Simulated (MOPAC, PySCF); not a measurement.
C2H8GaN, SMILES `[Ga]([NH2])([CH3])[CH3]`, neutral singlet in the gas phase. 

Z-matrix (Å, degrees):
```
Ga
N 1 1.8347
H 2 1.0070 1 124.23
H 2 1.0070 3 111.53 1 -180.00
C 1 1.9790 2 116.72 3 0.00
H 5 1.0901 1 111.48 2 -0.65
H 5 1.0918 6 108.47 1 121.92
H 5 1.0918 6 108.44 7 116.23
C 1 1.9791 2 116.76 3 179.90
H 9 1.0901 1 111.50 2 3.04
H 9 1.0916 10 108.51 1 -122.04
H 9 1.0919 10 108.40 11 -116.24
```
Charge 0, spin multiplicity 1.

All levels are single points at this geometry (B3LYP-D3(BJ)/def2-TZVP); Pople sets use spherical d functions. Orbital energies aren't observables, and empty levels follow the basis.

SVWN5/6-31G* in PySCF gives HOMO (eV) = -5.45.

Question: Estimate the HOMO (eV) from each of these levels: B3LYP-D3(BJ)/def2-TZVP in PySCF; B3LYP/6-311+G** (LANL2DZ on Ga) in PySCF; BP86/6-31G* in PySCF; M06-2X/6-31G* in PySCF; HF/6-31G* in PySCF; HF/STO-3G in PySCF; PM3 in MOPAC; PM6 in MOPAC.

Answer: 
```tsv
level	HOMO (eV)
B3LYP-D3(BJ)/def2-TZVP in PySCF	-6.73
B3LYP/6-311+G** (LANL2DZ on Ga) in PySCF	-6.77
BP86/6-31G* in PySCF	-5.41
M06-2X/6-31G* in PySCF	-8.10
HF/6-31G* in PySCF	-10.15
HF/STO-3G in PySCF	-6.69
PM3 in MOPAC	-9.16
PM6 in MOPAC	-9.51
```
